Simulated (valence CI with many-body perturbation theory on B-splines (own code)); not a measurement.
## Ca XV: one-electron terms

Method: valence CI with perturbative core correlation (CI+MBPT): four valence electrons over a frozen Dirac-Fock core [He], radial functions for each j: 11 s, 11 p, 10 d, 8 f, 5 g, 2 h, with the one-electron correlation potential Σ1 (screened to all orders), the two-electron term Σ2, the three-electron term Σ3, Breit, model QED; selected single and double excitations, second order for the rest, scaled by the run's own slope (own B-spline code, finite nucleus).

No measured levels were compared; by estimate levels of excited configurations hold to 0.05 to 0.15 % of their energy, terms of the ground configuration to about 0.5 %. Among the levels kept, up to 880 cm⁻¹ of a level comes from second order outside the variational space, and about a tenth of that is noise between levels of different J, which matters for small intervals.

These are the spectroscopic orbitals of the CI (the correlating ones are not listed), shaped by the core and the other valence electrons. h is the expectation value of the core's Dirac-Fock operator, without the valence repulsion; Σ1 is computed up to l = 3 at one energy for each symmetry, that of its lowest orbital but kept below the first core excitation, so for empty shells it is not the orbital's own correlation shift; Breit and QED include the response of the core.

| Orbital | h (hartree) | Σ1 (cm⁻¹) | Breit (cm⁻¹) | QED (cm⁻¹) | ⟨r⟩ (bohr) |
| --- | --- | --- | --- | --- | --- |
| 2s1/2 | -42.45 | -1110 | 1690 | 1283 | 0.3337 |
| 3s1/2 | -18.447 | -249 | 448 | 349 | 0.7930 |
| 4s1/2 | -10.235 | -92.8 | 174 | 137 | 1.460 |
| 5s1/2 | -6.4995 | -44.9 | 85.9 | 67.6 | 2.325 |
| 6s1/2 | -4.4904 | -25.2 | 48.6 | 38.3 | 3.390 |
| 7s1/2 | -3.2872 | -15.6 | 30.1 | 23.8 | 4.652 |
| 2p1/2 | -41.086 | -2392 | 3178 | -89.4 | 0.2900 |
| 3p1/2 | -18.03 | -502 | 833 | -23.9 | 0.7652 |
| 4p1/2 | -10.059 | -187 | 330 | -9.5 | 1.446 |
| 5p1/2 | -6.4096 | -90.9 | 164 | -4.7 | 2.324 |
| 6p1/2 | -4.4384 | -51.1 | 93.4 | -2.7 | 3.402 |
| 7p1/2 | -3.2545 | -31.6 | 58.2 | -1.7 | 4.677 |
| 2p3/2 | -40.891 | -2313 | 1421 | 0.9 | 0.2919 |
| 3p3/2 | -17.973 | -486 | 363 | 0.2 | 0.7679 |
| 4p3/2 | -10.035 | -181 | 143 | 0.1 | 1.449 |
| 5p3/2 | -6.3975 | -88.0 | 70.8 | 0.1 | 2.328 |
| 6p3/2 | -4.4314 | -49.4 | 40.3 | 0.0 | 3.407 |
| 7p3/2 | -3.2501 | -30.6 | 25.1 | 0.0 | 4.684 |
| 3d3/2 | -17.736 | -173 | 19.6 | -3.7 | 0.6709 |
| 4d3/2 | -9.9361 | -73.4 | 10.6 | -1.5 | 1.365 |
| 5d3/2 | -6.3468 | -37.7 | 5.9 | -0.8 | 2.256 |
| 6d3/2 | -4.402 | -21.8 | 3.6 | -0.4 | 3.348 |
| 7d3/2 | -3.2317 | -13.7 | 2.3 | -0.3 | 4.636 |
| 3d5/2 | -17.719 | -171 | 5.8 | 3.1 | 0.6717 |
| 4d5/2 | -9.9291 | -72.6 | 3.1 | 1.3 | 1.366 |
| 5d5/2 | -6.3432 | -37.2 | 1.7 | 0.7 | 2.258 |
| 6d5/2 | -4.4 | -21.5 | 1.0 | 0.4 | 3.349 |
| 7d5/2 | -3.2304 | -13.6 | 0.7 | 0.2 | 4.638 |
| 4f5/2 | -9.8637 | -12.5 | 0.1 | -0.7 | 1.194 |
| 5f5/2 | -6.3131 | -7.1 | 0.1 | -0.4 | 2.092 |
| 6f5/2 | -4.3834 | -4.3 | 0.0 | -0.2 | 3.189 |
| 7f5/2 | -3.2202 | -2.8 | 0.0 | -0.1 | 4.486 |
| 4f7/2 | -9.8605 | -12.4 | 0.0 | 0.5 | 1.195 |
| 5f7/2 | -6.3115 | -7.1 | 0.0 | 0.3 | 2.092 |
| 6f7/2 | -4.3825 | -4.3 | 0.0 | 0.2 | 3.190 |
| 7f7/2 | -3.2196 | -2.8 | 0.0 | 0.1 | 4.486 |
| 5g7/2 | -6.3024 |  | 0.0 | -0.2 | 1.832 |
| 6g7/2 | -4.3769 |  | 0.0 | -0.1 | 2.932 |
| 7g7/2 | -3.2158 |  | 0.0 | -0.1 | 4.230 |
| 5g9/2 | -6.3015 |  | 0.0 | 0.2 | 1.833 |
| 6g9/2 | -4.3763 |  | 0.0 | 0.1 | 2.932 |
| 7g9/2 | -3.2154 |  | 0.0 | 0.1 | 4.231 |
| 6h9/2 | -4.3759 |  |  |  | 2.599 |
| 6h11/2 | -4.3755 |  |  |  | 2.600 |

Among the shells of the start configuration 2s2 2p2, Σ1 is largest in size for 2p1/2, where it is 0.027 % of h.

Lowest root of each symmetry, sizes in configuration state functions:

| J | Parity | Roots | Reference | Variational | Second order | Change by selected CI (cm⁻¹) | Change by second order (cm⁻¹) |
| --- | --- | --- | --- | --- | --- | --- | --- |
| 0 | even | 17 | 55 | 29687 | 205082 | -15068 | -4 |
| 1 | even | 31 | 129 | 31990 | 660481 | -14752 | -227 |
| 2 | even | 34 | 156 | 31971 | 957671 | -14822 | -302 |
| 3 | even | 21 | 128 | 31989 | 1050623 | -19447 | -731 |
| 4 | even | 9 | 86 | 32586 | 989796 | -15046 | -111 |
| 5 | even | 3 | 47 | 42058 | 679967 | -15310 | -21 |
| 0 | odd | 12 | 51 | 28378 | 175698 | -19357 | -5 |
| 1 | odd | 30 | 132 | 31937 | 687126 | -17760 | -106 |
| 2 | odd | 29 | 153 | 31964 | 947053 | -8528 | -148 |
| 3 | odd | 15 | 128 | 31965 | 976366 | -17426 | -309 |
| 4 | odd | 5 | 87 | 34175 | 666952 | -21209 | -189 |
| 5 | odd | 1 | 48 | 26676 | 494651 | -26944 | -44 |
